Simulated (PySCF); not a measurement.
All values below come from PBE-D3(BJ)/def2-TZVP // B3LYP-D3(BJ)/def2-TZVP (PySCF). Gas-phase values, no solvent. One relaxed conformer stands for a flexible species; it need not be the lowest. Excitations are Tamm–Dancoff values on a coarser integration grid. The basis has no diffuse functions, so Rydberg states are missing or too high.

Reference species (SMILES): `BBCB` (neutral, multiplicity 1).

HOMO: -6.85 eV
T1 excitation (TDA): 3.56 eV

Changed species: `BBBC`.

**Question.** Give the shifts of the HOMO and T1 excitation (TDA).

**Answer.** the HOMO goes up by 0.25 eV, to -6.60 eV; the T1 excitation (TDA) increases by 0.10 eV, to 3.66 eV.
